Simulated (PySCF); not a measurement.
Cd(Me)2 anion (C₂H₆Cd), SMILES [Cd]([CH3])[CH3] (connectivity only; charge and spin as stated), charge -1, multiplicity 2. Atoms are numbered in the order given.

```xyz
9

Cd    -0.2048     0.0397    -0.2414
C      2.0163     0.1393    -0.6571
H      2.5383    -0.7423    -0.2375
H      2.4588     1.0336    -0.1771
H      2.2543     0.1895    -1.7333
C     -1.0066    -0.3342     1.8410
H     -1.5361    -1.3037     1.8894
H     -1.7358     0.4416     2.1369
H     -0.2067    -0.3532     2.6059
```
Charge -1, spin multiplicity 2.

The structure is a stationary point at ωB97X-D3(BJ)/def2-SVPD. The multiplicity is an assumed one; other spin states were not compared. The isomer is the one that the SMILES or the coordinates give; other isomers of the formula were not compared. The def2 effective core potentials stand for the cores of Cd; spin–orbit coupling is left out.

The numbers are results of IEF-PCM-ωB97X/def2-SVPD run with PySCF, not measurements.

The values are the electrostatic part of the solvation free energy, E(continuum) − E(gas) at the gas-phase geometry, in a cavity of scaled van der Waals radii (PySCF's table); cavitation and dispersion terms are not included. A continuum can't describe solvent molecules that bind to the metal.

```tsv
solvent	ε	ΔG(elec) (kcal/mol)
water	78.36	-47.4
methanol	32.61	-46.4
chloroform	4.71	-37.1
```
